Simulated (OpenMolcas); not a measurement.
# Mn3+, Tc3+, Re3+: d⁴ down the group

```yaml
Program: OpenMolcas 26.06
Method: CASSCF
Basis: ANO-RCC-VTZP
Scalar_Hamiltonian: DKH2, point nucleus
Spin-orbit_coupling: state interaction with AMFI integrals over the reference wave functions, term energies averaged over their components
```

Active space for each ion: 4 electrons in 5 orbitals (d).

Computed levels in cm-1 above ⁵D₀:

```json
{"Level": "⁵D₁", "Mn3+": "101", "Tc3+": "322", "Re3+": "2460"}
{"Level": "⁵D₂", "Mn3+": "299", "Tc3+": "900", "Re3+": "5139"}
{"Level": "⁵D₃", "Mn3+": "586", "Tc3+": "1662", "Re3+": "7617"}
{"Level": "⁵D₄", "Mn3+": "954", "Tc3+": "2558", "Re3+": "9784"}
{"Level": "³H₄", "Mn3+": "23723", "Tc3+": "18116", "Re3+": "19259"}
{"Level": "³H₅", "Mn3+": "23937", "Tc3+": "18855", "Re3+": "23252"}
{"Level": "³H₆", "Mn3+": "24176", "Tc3+": "19532", "Re3+": "25212"}
{"Level": "³P₀(1)", "Mn3+": "25584", "Tc3+": "18306", "Re3+": "17843"}
{"Level": "³P₁(1)", "Mn3+": "26191", "Tc3+": "20080", "Re3+": "23896"}
{"Level": "weight of ⁵D in the lowest level (%)", "Mn3+": "100", "Tc3+": "98", "Re3+": "79"}
```

Mixed levels, with the weight of the term that names them: Re3+ ³H₄ (63 %), Re3+ ³P₀(1) (67 %).

Measured, with the error of the calculation in %. Measured levels: Mn3+ from Corliss and Sugar, J. Phys. Chem. Ref. Data 6, 1253 (1977); Re3+ from the list in Brasseur, Gamrath and Quinet, At. Data Nucl. Data Tables 157, 101636 (2024).

```
 Level           Mn3+           Re3+
   ⁵D₁    99.0 (+2.1)   3084 (-20.2)
   ⁵D₂     287 (+4.2)   5979 (-14.0)
   ⁵D₃     552 (+6.1)    8350 (-8.8)
   ⁵D₄     886 (+7.7)   10121 (-3.3)
   ³H₄  21281 (+11.5)  16946 (+13.6)
   ³H₅  21475 (+11.5)  20930 (+11.1)
   ³H₆  21679 (+11.5)  22896 (+10.1)
³P₀(1)  20654 (+23.9)               
³P₁(1)  21279 (+23.1)  19340 (+23.6)
```

The fine-structure level ⁵D₄ changes by a factor of 10.3 from Mn3+ to Re3+.

Without spin-orbit coupling ³H lies 23409, 17449, 16547 cm-1 above ⁵D in that order; the difference to the level ³H₄, of either sign, comes from spin-orbit coupling, which also lowers the zero.

Without dynamic correlation excited terms often stand tens of per cent too high (terms of higher spin than the ground term too low), and those without a measured partner can miss by more than the paired ones. Terms from blocks run as CI alone lack orbitals of their own. Some levels mix across a computed gap that differs much from the measured one, so their mixing is not that of the real levels (holds for Re3+). Computed and measured levels are paired by configuration, term and J; levels that our copy of the source lacks, or whose pairing is in doubt (as where it misses far off the trend of its configuration), stay unpaired and out of the deviations. Levels of configurations outside the active space are missing.

A number in round brackets counts repeated terms of one configuration in the order of the reference energies.
